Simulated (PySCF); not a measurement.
Computed shifts of a molecule C₂H₆N₂OSi, HF/pcSseg-1 (PySCF), GIAO, gas phase, atoms alike by connectivity averaged where their shifts nearly agree, in ppm (number of nuclei): ¹⁵N: 257.1 (1), 19.3 (1). ²⁹Si: -3.4 (1). ¹³C: 175.6 (1), 49.6 (1). ¹H: 7.55 (1), 4.89 (1), 3.44 (1), 3.31 (1), 1.63 (1), 0.98 (1). References: ¹⁵N against NH3 (σ = 267.3 ppm); ²⁹Si against TMS (σ = 393.8 ppm); ¹³C against TMS (σ = 192.6 ppm); ¹⁷O against H2O (σ = 333.0 ppm); ¹H against TMS (σ = 31.99 ppm), references at their B3LYP-D3(BJ)/def2-TZVP geometries, non-relativistic. Coordinates come from a B3LYP-D3(BJ)/def2-SVP optimisation. Other conformers were not sampled.

Problem. Which structure fits?
A) CC1=N[Si@@H](N)O1
B) N[Si@@H]1COC=N1
C) N[Si@@H]1CN=CO1
D) N[Si@]1(O)C=NC1

Solution. B, N[Si@@H]1COC=N1
